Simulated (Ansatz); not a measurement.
Ansatz (a quantum-chemistry and plane-wave program) input:

Ansatz 0.2 input:
```yaml
crystal:
  periodic: [false, false, false]
  atoms:
    - {symbol: B, position_ang: [-0.04148660, 0.12223230, 0.01772511]}
    - {symbol: C, position_ang: [1.51489300, -0.21010394, 0.03907455]}
    - {symbol: C, position_ang: [-1.09242680, -1.06746488, -0.09617547]}
    - {symbol: N, position_ang: [-0.46923955, 1.43298583, -0.02110676]}
    - {symbol: H, position_ang: [1.72294395, -0.93365779, 0.83268866]}
    - {symbol: H, position_ang: [1.79547416, -0.69182194, -0.90267454]}
    - {symbol: H, position_ang: [2.15502148, 0.66000086, 0.18026650]}
    - {symbol: H, position_ang: [-2.13141603, -0.74255864, -0.13516338]}
    - {symbol: H, position_ang: [-0.88249984, -1.66369203, -0.98908436]}
    - {symbol: H, position_ang: [-0.96771937, -1.73675185, 0.76070688]}
    - {symbol: H, position_ang: [-0.73449182, 2.13183212, 0.65498755]}
basis:
  gaussian:
    orbitals: aug-cc-pVDZ
magnetization: {spin_polarized: true, initial_magnetization: 1}
correlation: {method: ccsd_t, electrons: outside_noble_gas}
output: {forces: true}
```

Which total energy does the run end on?

-159.56977 Eh (CCSD(T)/aug-cc-pVDZ). The basis has 155 functions.

It need not be the lowest isomer of its formula.
